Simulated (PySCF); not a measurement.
C3H10O3Si2, SMILES COC(=O)C[SiH2]O[SiH3] (GFN2-xTB optimised geometry):

```
18

C      2.494    -0.802    -1.376
O      1.081    -0.843    -1.256
C      0.591    -0.825     0.000
O      1.296    -0.766     0.976
C     -0.893    -0.825     0.000
Si    -1.478     1.000     0.000
O     -0.827     1.764    -1.261
Si     0.147     2.032    -2.539
H      2.708    -0.591    -2.420
H      2.923    -1.764    -1.085
H      2.908    -0.024    -0.731
H     -1.255    -1.327     0.893
H     -1.262    -1.335    -0.887
H     -1.022     1.691     1.200
H     -2.923     1.021    -0.209
H      0.061     0.884    -3.436
H     -0.408     3.246    -3.131
H      1.501     2.237    -2.027
```

Calculation: B3LYP/def2-SVP in PySCF.

Q: What are the frontier orbital energies and the dipole moment?

A: HOMO-2 -8.28 eV, HOMO-1 -8.20 eV, HOMO -7.52 eV, LUMO -0.02 eV, LUMO+1 0.48 eV; dipole moment 1.77 D.

Meta-Löwdin charges at B3LYP/def2-SVP: C1 -0.08, O2 -0.35, C3 0.50, O4 -0.45, C5 -0.46, Si6 0.92, O7 -0.81, Si8 0.79, H9 0.11, H10 0.10, H11 0.11, H12 0.13, H13 0.12, H14 -0.12, H15 -0.13, H16 -0.12, H17 -0.13, H18 -0.13.
